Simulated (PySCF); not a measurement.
# Frontier levels across methods

Species: C4H8BP.
Geometry (PBE0-D3(BJ)/def2-SVP, Å), atoms numbered from 1 in this order:
```
atom  x, y, z in Å
C1    -2.2388   -1.6859    0.0506
C2    -1.6757   -0.5812   -0.4647
C3    -0.2761   -0.2490   -0.3022
C4     0.3321    0.8455   -0.8244
B5     1.8368    1.1454   -0.7011
P6     3.0362    0.1627    0.3899
H7    -3.3000   -1.9071   -0.0849
H8    -1.6479   -2.4051    0.6262
H9    -2.2872    0.1229   -1.0409
H10    0.3174   -0.9660    0.2816
H11   -0.3012    1.5223   -1.4141
H12    2.3514    1.9640   -1.4300
H13    3.9186    1.1961    0.8027
H14    2.3184    0.0184    1.6095
```

Basis pcSseg-1 throughout (PySCF), one geometry. The structure is a single PBE0-D3(BJ)/def2-SVP conformer in the gas phase; no vibrational or solvent corrections.

Question: How do the orbital energies, the gap and the dipole change with the method?

Answer: 
```json
{"method": "BLYP", "kind": "GGA", "HOMO (eV)": "-5.66", "LUMO (eV)": "-3.01", "gap (eV)": "2.66", "μ (D)": "1.97", "SCF cycles": "15"}
{"method": "B97-D", "kind": "GGA", "HOMO (eV)": "-5.78", "LUMO (eV)": "-3.06", "gap (eV)": "2.72", "μ (D)": "2.01", "SCF cycles": "15"}
{"method": "OPBE", "kind": "GGA", "HOMO (eV)": "-5.84", "LUMO (eV)": "-3.13", "gap (eV)": "2.71", "μ (D)": "2.07", "SCF cycles": "17"}
{"method": "KT3", "kind": "GGA", "HOMO (eV)": "-5.85", "LUMO (eV)": "-3.12", "gap (eV)": "2.74", "μ (D)": "2.02", "SCF cycles": "15"}
{"method": "PBE", "kind": "GGA", "HOMO (eV)": "-5.85", "LUMO (eV)": "-3.20", "gap (eV)": "2.65", "μ (D)": "2.02", "SCF cycles": "16"}
{"method": "KT2", "kind": "GGA", "HOMO (eV)": "-5.87", "LUMO (eV)": "-3.17", "gap (eV)": "2.69", "μ (D)": "2.04", "SCF cycles": "15"}
{"method": "BP86", "kind": "GGA", "HOMO (eV)": "-5.96", "LUMO (eV)": "-3.29", "gap (eV)": "2.67", "μ (D)": "2.03", "SCF cycles": "16"}
{"method": "LDA", "kind": "LDA", "HOMO (eV)": "-6.00", "LUMO (eV)": "-3.42", "gap (eV)": "2.58", "μ (D)": "1.98", "SCF cycles": "14"}
{"method": "B97-2", "kind": "global hybrid", "HOMO (eV)": "-6.60", "LUMO (eV)": "-2.40", "gap (eV)": "4.20", "μ (D)": "2.06", "SCF cycles": "14"}
{"method": "B3LYP", "kind": "global hybrid", "HOMO (eV)": "-6.61", "LUMO (eV)": "-2.54", "gap (eV)": "4.07", "μ (D)": "2.02", "SCF cycles": "14"}
{"method": "PBE0", "kind": "global hybrid", "HOMO (eV)": "-6.83", "LUMO (eV)": "-2.40", "gap (eV)": "4.43", "μ (D)": "2.07", "SCF cycles": "13"}
{"method": "mPW1PW91", "kind": "global hybrid", "HOMO (eV)": "-6.85", "LUMO (eV)": "-2.41", "gap (eV)": "4.44", "μ (D)": "2.06", "SCF cycles": "12"}
{"method": "BHandHLYP", "kind": "global hybrid", "HOMO (eV)": "-7.64", "LUMO (eV)": "-1.39", "gap (eV)": "6.26", "μ (D)": "2.05", "SCF cycles": "12"}
{"method": "CAM-B3LYP", "kind": "range-separated hybrid", "HOMO (eV)": "-8.01", "LUMO (eV)": "-1.33", "gap (eV)": "6.68", "μ (D)": "1.98", "SCF cycles": "12"}
{"method": "wB97X-D", "kind": "range-separated hybrid", "HOMO (eV)": "-8.58", "LUMO (eV)": "-0.71", "gap (eV)": "7.87", "μ (D)": "2.03", "SCF cycles": "13"}
{"method": "HF", "kind": "Hartree–Fock", "HOMO (eV)": "-8.88", "LUMO (eV)": "1.10", "gap (eV)": "9.97", "μ (D)": "2.15", "SCF cycles": "11"}
{"method": "LC-wPBE", "kind": "range-separated hybrid", "HOMO (eV)": "-9.34", "LUMO (eV)": "-0.36", "gap (eV)": "8.97", "μ (D)": "1.99", "SCF cycles": "14"}
```

The HOMO spans 3.67 eV, from BLYP down to LC-wPBE, and the gap runs from 2.58 eV (LDA) to 9.97 eV (HF). Over the methods BLYP (0 %), B97-D (0 %), OPBE (0 %), KT3 (0 %), PBE (0 %), KT2 (0 %), BP86 (0 %), LDA (0 %), B97-2 (21 %), B3LYP (20 %), PBE0 (25 %), mPW1PW91 (25 %), BHandHLYP (50 %), HF (100 %), a straight line through the gap against the share of exact exchange rises by 0.73 eV for each 10 % (correlation coefficient 1.000). The dipole ranges from 1.97 D (BLYP) to 2.15 D (HF). This basis has no diffuse functions.
